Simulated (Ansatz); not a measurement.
A nudged elastic band was laid between two geometries of a periodic cell of 19 atoms, MgC18 (surface graphene monolayer, adsorbate Mg).

All numbers below come from Ansatz 0.2.0, DFT PBE, scalar-relativistic, plane waves, PAW. Settings: cutoff 420 eV, k mesh 2x2x1, gaussian smearing 0.02 eV, no spin polarisation.

| Property | Result |
| --- | --- |
| movable images | 5 |
| climbing image | yes |
| spring | 5.0 eV/Å² |
| optimiser | quadratic models (default) |
| start path | straight line |
| force threshold | 0.03 eV/Å |
| iteration limit | 30 |
| end points | relaxed |

Image 0:

```xyz
19
Lattice="7.3980 0.0000 0.0000 -3.6990 6.4069 0.0000 0.0000 0.0000 11.0000" Properties=species:S:1:pos:R:3
C -0.025 0.011 0.887
C 1.223 0.732 0.887
C -1.251 2.160 0.888
C -0.025 2.868 0.887
C -2.476 4.283 0.887
C -1.250 4.990 0.888
C 2.449 0.025 0.887
C 3.674 0.732 0.887
C 1.223 2.147 0.888
C 2.449 2.855 0.887
C -0.025 4.283 0.888
C 1.223 5.003 0.887
C 4.922 0.012 0.888
C 6.147 0.719 0.888
C 3.674 2.147 0.887
C 4.922 2.868 0.888
C 2.449 4.296 0.887
C 3.674 5.004 0.888
Mg 2.472 5.692 4.996
```

Image 6:

Only the atoms that move by more than 0.05 Å are listed.
```
Mg19 4.938 5.692 4.996
```

What changes between the two ends?

The atom that moves furthest is Mg19, by 2.47 Å.

Give the energies along the band, and the barrier.

The forces met the threshold. The highest image is number 3 of 0 to 6, 0.002 eV above the ends, which have the same energy within 2 meV. The top lies less than 8 meV above the higher end, about what the thresholds resolve: that end is a shoulder or a very shallow well. By the program's own check the climbing image is of a kind that is not told: a solve is, or may be, on another electronic state (lowest curvatures found: -0.01 and 9.96 eV/Å²). Limits of this set-up: slab without dipole correction.

```csv
image,path coordinate (Å),energy (eV)
0,0.00,0.000
1,0.40,0.000
2,0.80,0.001
3,1.20,0.002
4,1.60,0.001
5,2.00,0.000
6,2.40,0.000
```

What is the geometry of the highest image?


```xyz
19
Lattice="7.3980 0.0000 0.0000 -3.6990 6.4069 0.0000 0.0000 0.0000 11.0000" Properties=species:S:1:pos:R:3
C -0.017 0.007 0.886
C 1.223 0.723 0.887
C -1.258 2.156 0.887
C -0.017 2.872 0.887
C -2.476 4.292 0.887
C -1.258 4.995 0.888
C 2.441 0.020 0.888
C 3.682 0.736 0.888
C 1.223 2.156 0.887
C 2.441 2.859 0.887
C -0.017 4.279 0.888
C 1.223 4.995 0.888
C 4.922 0.020 0.888
C 6.140 0.724 0.887
C 3.682 2.143 0.887
C 4.922 2.859 0.887
C 2.441 4.291 0.887
C 3.682 5.008 0.886
Mg 3.703 5.692 5.001
```

Run time: 4 min on 1 CPU thread of a shared host.
